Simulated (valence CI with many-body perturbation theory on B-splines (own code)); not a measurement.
**Cr¹⁷⁺: electric-dipole lines**

Computed by configuration interaction combined with many-body perturbation theory (CI+MBPT): five valence electrons over a frozen Dirac-Fock core [He], a basis of 9 s, 9 p, 8 d, 6 f, 3 g, 1 h functions for each j, with the one-electron correlation potential Σ1, the two-electron term Σ2, the three-electron term Σ3, Breit, model QED; selected CI, second order for the rest (own B-spline code, finite nucleus).

No measured spectrum was set against this ion. As an estimate, levels of excited configurations hold to 0.05 to 0.15 % of their energy, terms of the ground configuration to about 0.5 %. Among the levels kept, up to 2000 cm⁻¹ of a level comes from second order outside the variational space, and about a tenth of that is noise between levels of different J, which matters for small intervals.

Lines 151 to 200 of 273 in falling wavelength, among levels below 60.510 Ry, chosen from the strongest by gf and those to the six lowest levels. Wavelengths and rates use the calculated energies, so an error of 600 cm⁻¹ moves a line at 17.06 Å by 0.01 % and its rate by three times that or more. Electric multipoles are in the length gauge, E1 and E2 with the static RPA response of the core. Weak lines are less certain than strong ones. Lines between different terms over intervals too small for the method are left out, as are lines whose strength nearly cancels. The highest levels of a list are the least certain.

Names give the largest LS component (configuration and term), which can be under half, so a name can repeat, a term be missing and a line seem to break the LS rules; names also repeat where a configuration has a term twice. Letters in brackets count levels of one name in rising energy.

| λ vac (Å) | Upper | Lower | A (s⁻¹) | S (a.u.) |
| --- | --- | --- | --- | --- |
| 17.06 | 2s²2p²3s ²P_3/2 | 2s²2p³ ²D°_5/2 | 1.35e+12 | 1.32e-02 |
| 17.02 | 2s²2p²3s ²D_3/2 | 2s²2p³ ²P°_1/2 | 9.79e+10 | 9.53e-04 |
| 17.02 | 2s2p³3s ⁴D°_3/2 | 2s2p⁴ ⁴P_3/2 | 7.41e+11 | 7.21e-03 |
| 17.01 | 2s2p³3s ⁴D°_5/2 | 2s2p⁴ ⁴P_3/2 | 4.12e+11 | 6.01e-03 |
| 16.99 | 2s²2p²3s ²P_3/2 | 2s²2p³ ²D°_3/2 | 1.98e+11 | 1.92e-03 |
| 16.93 | 2s²2p²3s ⁴P_1/2 | 2s²2p³ ⁴S°_3/2 | 8.51e+11 | 4.07e-03 |
| 16.88 | 2s2p³3s ⁴D°_3/2 | 2s2p⁴ ⁴P_5/2 | 1.41e+11 | 1.34e-03 |
| 16.88 | 2s2p³3s ⁴D°_5/2 | 2s2p⁴ ⁴P_5/2 | 6.79e+11 | 9.67e-03 |
| 16.84 | 2s2p³3s ⁴D°_7/2 | 2s2p⁴ ⁴P_5/2 | 1.15e+12 | 2.17e-02 |
| 16.83 | 2s²2p²3s ²D_5/2 | 2s²2p³ ²D°_5/2 | 9.23e+11 | 1.30e-02 |
| 16.81 | 2s²2p²3s ²S_1/2 | 2s²2p³ ²P°_3/2 | 7.39e+11 | 3.47e-03 |
| 16.81 | 2s²2p²3s ²D_3/2 | 2s²2p³ ²D°_5/2 | 5.97e+10 | 5.59e-04 |
| 16.81 | 2s²2p²3s ⁴P_3/2 | 2s²2p³ ⁴S°_3/2 | 7.79e+11 | 7.30e-03 |
| 16.76 | 2s²2p²3s ²D_5/2 | 2s²2p³ ²D°_3/2 | 3.12e+11 | 4.35e-03 |
| 16.74 | 2s²2p²3s ²D_3/2 | 2s²2p³ ²D°_3/2 | 3.99e+11 | 3.69e-03 |
| 16.71 | 2s²2p²3s ⁴P_5/2 | 2s²2p³ ⁴S°_3/2 | 7.82e+11 | 1.08e-02 |
| 16.71 | 2s²2p²3s ²S_1/2 | 2s²2p³ ²P°_1/2 | 6.94e+11 | 3.19e-03 |
| 16.63 | 2s²2p²3s ²P_3/2 | 2s²2p³ ⁴S°_3/2 | 2.99e+09 | 2.71e-05 |
| 16.48 | 2s²2p²3d ⁴F_3/2 | 2s²2p³ ²P°_3/2 | 2.42e+10 | 2.14e-04 |
| 16.43 | 2s²2p²3s ²S_1/2 | 2s²2p³ ²D°_3/2 | 3.82e+10 | 1.67e-04 |
| 16.41 | 2s²2p²3s ²D_5/2 | 2s²2p³ ⁴S°_3/2 | 2.43e+10 | 3.19e-04 |
| 16.39 | 2s²2p²3s ²D_3/2 | 2s²2p³ ⁴S°_3/2 | 4.57e+09 | 3.97e-05 |
| 16.37 | 2s²2p²3d ⁴F_3/2 | 2s²2p³ ²P°_1/2 | 2.19e+10 | 1.90e-04 |
| 16.34 | 2s²2p²3d ²P_3/2 [a] | 2s²2p³ ²P°_3/2 | 4.62e+11 | 3.98e-03 |
| 16.32 | 2s²2p²3d ⁴D_1/2 | 2s²2p³ ²P°_3/2 | 1.76e+11 | 7.56e-04 |
| 16.32 | 2s²2p²3d ²F_5/2 [a] | 2s²2p³ ²P°_3/2 | 8.48e+09 | 1.09e-04 |
| 16.27 | 2s²2p²3d ⁴D_3/2 | 2s²2p³ ²P°_3/2 | 2.70e+11 | 2.29e-03 |
| 16.26 | 2s²2p²3d ²F_5/2 [b] | 2s²2p³ ²P°_3/2 | 8.24e+10 | 1.05e-03 |
| 16.24 | 2s²2p²3d ²P_3/2 [a] | 2s²2p³ ²P°_1/2 | 3.40e+11 | 2.87e-03 |
| 16.22 | 2s²2p²3d ⁴D_1/2 | 2s²2p³ ²P°_1/2 | 3.72e+11 | 1.57e-03 |
| 16.19 | 2s²2p²3d ⁴P_5/2 | 2s²2p³ ²P°_3/2 | 1.68e+10 | 2.11e-04 |
| 16.17 | 2s²2p²3d ⁴F_3/2 | 2s²2p³ ²D°_5/2 | 1.30e+10 | 1.09e-04 |
| 16.17 | 2s²2p²3d ²P_1/2 [a] | 2s²2p³ ²P°_3/2 | 1.36e+12 | 5.69e-03 |
| 16.17 | 2s²2p²3d ⁴D_3/2 | 2s²2p³ ²P°_1/2 | 3.40e+11 | 2.84e-03 |
| 16.16 | 2s²2p²3d ⁴P_3/2 | 2s²2p³ ²P°_3/2 | 6.04e+09 | 5.03e-05 |
| 16.14 | 2s²2p²3d ⁴P_1/2 | 2s²2p³ ²P°_3/2 | 2.15e+10 | 8.91e-05 |
| 16.13 | 2s²2p²3d ⁴F_5/2 | 2s²2p³ ²D°_5/2 | 6.89e+10 | 8.57e-04 |
| 16.11 | 2s²2p²3d ⁴F_3/2 | 2s²2p³ ²D°_3/2 | 4.50e+11 | 3.71e-03 |
| 16.07 | 2s²2p²3d ²P_1/2 [a] | 2s²2p³ ²P°_1/2 | 4.12e+12 | 1.69e-02 |
| 16.07 | 2s²2p²3d ⁴F_5/2 | 2s²2p³ ²D°_3/2 | 3.52e+11 | 4.32e-03 |
| 16.06 | 2s²2p²3d ⁴P_3/2 | 2s²2p³ ²P°_1/2 | 9.32e+09 | 7.62e-05 |
| 16.05 | 2s²2p²3d ²D_3/2 [a] | 2s²2p³ ²P°_3/2 | 1.18e+12 | 9.61e-03 |
| 16.05 | 2s²2p²3d ⁴F_7/2 | 2s²2p³ ²D°_5/2 | 1.83e+11 | 2.98e-03 |
| 16.05 | 2s²2p²3d ²D_5/2 [a] | 2s²2p³ ²P°_3/2 | 3.31e+11 | 4.05e-03 |
| 16.05 | 2s²2p²3d ⁴P_1/2 | 2s²2p³ ²P°_1/2 | 2.44e+11 | 9.96e-04 |
| 16.04 | 2s²2p²3d ²P_3/2 [a] | 2s²2p³ ²D°_5/2 | 5.21e+11 | 4.25e-03 |
| 16.02 | 2s2p³3p ⁶P_3/2 | 2s²2p³ ²P°_3/2 | 3.43e+09 | 2.79e-05 |
| 16.02 | 2s²2p²3d ²F_5/2 [a] | 2s²2p³ ²D°_5/2 | 1.32e+10 | 1.61e-04 |
| 16.01 | 2s2p³3p ⁶P_5/2 | 2s²2p³ ²P°_3/2 | 6.07e+09 | 7.38e-05 |
| 15.98 | 2s²2p²3d ²P_3/2 [a] | 2s²2p³ ²D°_3/2 | 5.12e+11 | 4.12e-03 |
